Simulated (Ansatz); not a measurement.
Molecule: C₄H₄NSe, net charge -1, singlet state. It need not be the lowest isomer of its formula. Whether it binds its extra electron was not tested at this geometry. 
Structure (B3LYP-D3(BJ)/def2-TZVP (Ansatz, a program for electronic structure) minimum search):
```xyz
10

N      2.2877    -0.7833     0.0039
C      0.9882    -0.7214     0.0191
C      0.0308    -1.7511     0.0793
C     -1.3335    -1.3854     0.0816
C     -1.6637    -0.0626     0.0259
Se    -0.0726     0.9827    -0.0438
H      2.7121     0.1369    -0.0439
H      0.3647    -2.7805     0.1216
H     -2.1094    -2.1464     0.1271
H     -2.6431     0.3857     0.0191
```
Charge -1, spin multiplicity 1.

Basis-set convergence of Hartree-Fock and MP2 correlation energies (hartree) with Ansatz. Correlated levels leave the core frozen unless marked. No spin-orbit coupling. Frozen are the shells of the preceding noble gas and the d and f shells that filled before the atom's block. No relativistic terms. This anion needs diffuse functions, which these sets lack.

```
basis    functions        E(HF)  E(corr, MP2)
-------  ---------  -----------  ------------
cc-pVDZ        117  -2608.01644      -0.82107
cc-pVTZ        249  -2608.15497      -1.01546
cc-pVQZ        463            ?             ?
```

**Question.** Fill in the missing entries.

**Answer.** 
- cc-pVQZ, E(HF): -2608.17531
- cc-pVQZ, E(corr, MP2): -1.08648
